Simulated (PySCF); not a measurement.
# [TaSe3]-, singlet: computed properties

All numbers come from PBE0 in PySCF with Ta def2-SVPD with ECP60, Se def2-SVPD; scalar-relativistic core potentials, no spin–orbit coupling; density-fitted integrals.

The structure is a minimum.

```xyz
4
charge -1 multiplicity 1, angstrom
Ta    0.0000    0.0000   -0.3630
Se    2.2604    0.0000    0.2732
Se   -1.1302    1.9575    0.2732
Se   -1.1302   -1.9575    0.2732
```

```
Point group                                                                   : C3v
Bond lengths                                                                  : Ta–Se 2.348 Å (×3)
Bond angles                                                                   : Se–Ta–Se 112.9° (×3)
Principal polarisabilities                                                    : 107.1, 189.5, 189.5 bohr³
Dipole moment about the centre of mass                                        : 3.68 D
Highest occupied level                                                        : -1.96 eV
Entropy at 298.15 K and 1 bar                                                 : 371.5 J/(mol K)
Rotational constants                                                          : 0.02577, 0.02577, 0.01376 cm⁻¹
Lowest empty level                                                            : 0.32 eV
Zero-point energy                                                             : 7.2 kJ/mol
Principal quadrupole moments (Buckingham, traceless) about the centre of mass : -12.13, -12.13, 24.25 D Å
Enthalpy at 298.15 K above 0 K                                                : 19.11 kJ/mol
Rotational symmetry number                                                    : 3
Heat capacity Cp at 298.15 K                                                  : 78.5 J/(mol K)
```

Harmonic modes (masses in u: Ta 180.948, Se 79.917):
| symmetry | ω (cm⁻¹) | IR (km/mol, summed over degenerate members) |
| --- | --- | --- |
| a1 | 70 | 4.4 |
| e | 93 | 1.0 |
| a1 | 295 | 0.8 |
| e | 324 | 121 |

In C3v the vibrations span 2a1 + 2e.

Charges (e); Mulliken and Löwdin values are unreliable with diffuse functions:
```
   atom  Mulliken  Löwdin  polar tensor  Mayer order to Ta1
    Ta1      0.86   -0.48          1.23                   –
Se2,3,4     -0.62   -0.17         -0.74                1.87
```

Mulliken populations on Ta1 (electrons outside its core potential): s 2.36, p 6.37, d 3.33, f 0.07.

Formally Ta is in oxidation state +5, d0. A d0 centre has no lone pair, yet it is C3v rather than trigonal planar: covalent bonding through the d orbitals favours lower symmetry. The polar-tensor charge on Ta, 1.23, is far below the formal one.

Other isomers or separated fragments may lie lower. The lowest empty level of this anion is unbound, so it and the gap depend on the basis. With an element this heavy the missing spin–orbit coupling can shift these numbers.

The final relaxation and frequency run took of the order of 13 core-minutes on a shared host.
